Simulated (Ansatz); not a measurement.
`[OH][GeH2][SnH3]` and `[OH][GeH2][GeH3]` differ in one atom or group.

Ansatz, PBE0-D4/def2-TZVP geometries, multiplicity 1. Each molecule was computed in one conformer, which needn't be the lowest.

Elements past krypton have def2 core potentials. Scalar relativity is left out up to krypton.

```tsv
property	`[OH][GeH2][SnH3]`
HOMO–LUMO gap (PBE/def2-TZVPP) / eV	5.04
HOMO energy (PBE/def2-TZVPP) / eV	-6.34
LUMO energy (B3LYP/def2-TZVPP) / eV	-0.74
size of the dipole moment (PBE/def2-TZVPP) / D	1.16
HOMO–LUMO gap (B3LYP/def2-TZVPP) / eV	6.61
LUMO energy (PBE/def2-TZVPP) / eV	-1.30
```

(1) What does the change do to each property? (An estimate is asked.)

## Answers

(1) Computed: 
```json
{"property": "HOMO–LUMO gap (PBE/def2-TZVPP) / eV", "`[OH][GeH2][GeH3]`": "5.35", "shift": "0.31"}
{"property": "HOMO energy (PBE/def2-TZVPP) / eV", "`[OH][GeH2][GeH3]`": "-6.45", "shift": "-0.11"}
{"property": "LUMO energy (B3LYP/def2-TZVPP) / eV", "`[OH][GeH2][GeH3]`": "-0.51", "shift": "0.23"}
{"property": "size of the dipole moment (PBE/def2-TZVPP) / D", "`[OH][GeH2][GeH3]`": "1.25", "shift": "0.09"}
{"property": "HOMO–LUMO gap (B3LYP/def2-TZVPP) / eV", "`[OH][GeH2][GeH3]`": "7.02", "shift": "0.41"}
{"property": "LUMO energy (PBE/def2-TZVPP) / eV", "`[OH][GeH2][GeH3]`": "-1.10", "shift": "0.20"}
```

With PBE0 the HOMO falls by 0.20 eV and the LUMO rises by 0.24 eV, so the gap widens by about 0.44 eV. PBE moves the HOMO by -0.11 eV and ωB97M-V by -0.25 eV. Dipoles are sizes alone; their direction can turn.

B3LYP here is the variant with VWN-RPA as its local correlation; programs differ in this.
